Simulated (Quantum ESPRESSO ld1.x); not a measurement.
One sound ld1.x (Quantum ESPRESSO 7.5) input for the gadolinium ion Gd3+ gives E = -10815.5531 hartree in 23 iterations:

```
 &input
    zed=64.0,
    iswitch=1,
    rel=0,
    lsd=1,
    dft='PZ',
    config='[Xe] 4f7',
    prefix='ld1',
    max_out_wfc=37,
    file_charge='ld1.rho',
 /
```

Changed or added lines, one case at a time, and what came of them:

- config='[Xe] 4f7 5g1': refused. The program stops in el_config with "l not found:G": the config string knows s, p, d and f alone.
- isic=1 latt=1: refused. The program stops in ld1_readin with "isic and latter correction not allowed": the two corrections exclude each other.
- dft='HF': refused. The program stops in ld1_setup with "HF not implemented yet": ld1.x has no Hartree-Fock; KLI and OEP are its exact-exchange options.
- rel=2 cau_fact=42.73 (without lsd): crashed. The program stops in dirsol with "no classical turning point found": with c below Z the Dirac equation of a point nucleus has no 1s solution.
- rel=1 relpert=.true. (without lsd): refused. The program stops in ld1_readin with "perturbative SO-splitting for AE calculations with rel=0 only": the perturbative correction needs rel = 0.
- dft='XYZ': refused. The program stops in set_dft_from_name with "XYZ: unrecognized dft": the name is not a functional that the program knows.
- config='[Xe] 4f7 6s3': refused. The program stops in el_config with "wrong occupancy:3": an s shell holds at most 2 electrons.
